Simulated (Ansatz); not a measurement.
One change: `CN[SiH](C)S` becomes `C[SiH](S)S`.

Ansatz, PBE0-D4/def2-TZVP geometries, multiplicity 1. Each molecule was computed in one conformer, which needn't be the lowest.

| property | `CN[SiH](C)S` |
| --- | --- |
| HOMO–LUMO gap (ωB97M-V/def2-TZVPP) / eV | 11.40 |
| HOMO–LUMO gap (PBE0/def2-TZVPP) / eV | 7.41 |
| zero-point energy (PBE0-D4/def2-TZVP) / kJ/mol | 289.2 |
| HOMO–LUMO gap (PBE/def2-TZVPP) / eV | 5.16 |
| size of the dipole moment (PBE/def2-TZVPP) / D | 1.60 |
| size of the dipole moment (B3LYP/def2-TZVPP) / D | 1.65 |

(1) What does the change do to each property? (An estimate is asked.)

Answers

(1) Ansatz gave: 
```tsv
property	`C[SiH](S)S`	shift
HOMO–LUMO gap (ωB97M-V/def2-TZVPP) / eV	11.35	-0.05
HOMO–LUMO gap (PBE0/def2-TZVPP) / eV	7.33	-0.08
zero-point energy (PBE0-D4/def2-TZVP) / kJ/mol	171.3	-117.9
HOMO–LUMO gap (PBE/def2-TZVPP) / eV	5.20	0.04
size of the dipole moment (PBE/def2-TZVPP) / D	0.84	-0.76
size of the dipole moment (B3LYP/def2-TZVPP) / D	0.83	-0.82
```

With PBE0 the HOMO falls by 0.46 eV and the LUMO falls by 0.54 eV, so the gap narrows by about 0.08 eV. PBE moves the HOMO by -0.60 eV and ωB97M-V by -0.32 eV. The zero-point energy changes by -117.9 kJ/mol with -12 modes. Dipoles are sizes alone; their direction can turn.

B3LYP here is the variant with VWN-RPA as its local correlation; programs differ in this.
